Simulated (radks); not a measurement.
The numbers below are computed, except where a source is named.
Ionisation of neutral europium, [Xe] 4f7 6s2, to [Xe] 4f7 6s1 as the strength of local exchange is varied. Code: a radial shooting solver on a logarithmic mesh with Libxc functionals. Model: scalar-relativistic Kohn-Sham, Slater X-alpha exchange (alpha = 2/3 is LDA exchange), no correlation, spin-polarised, spherical densities, finite nucleus; open shells are filled with parallel spins first (spin-orbit coupling, left out, can overturn this in heavy ions); Fermi nuclear charge, rms radius 5.1115 fm.

alpha  E(Eu) (hartree)  exchange (hartree)  IE (eV)  -e of the level emptied (eV)  <r> of it (bohr)
0.575      -10798.5014           -196.5962    4.412                    2.408 (6s)             4.603
0.609      -10810.1754           -208.4693    4.535                    2.536 (6s)             4.559
0.667      -10830.1218           -228.7842    4.753                    2.766 (6s)             4.484
0.858      -10896.0896           -296.2247    5.533                    3.595 (6s)             4.242
0.924      -10918.9844           -319.7211    5.821                    3.904 (6s)             4.163
1.035      -10957.6039           -359.4597    6.323                    4.449 (6s)             4.038

NIST Atomic Spectra Database: 5.670 eV (measured). The Delta-SCF value meets it near alpha = 0.89. Open shells are spherical and high-spin; term and fine-structure splittings are not resolved. Spin-orbit splitting is averaged out at the scalar-relativistic level.
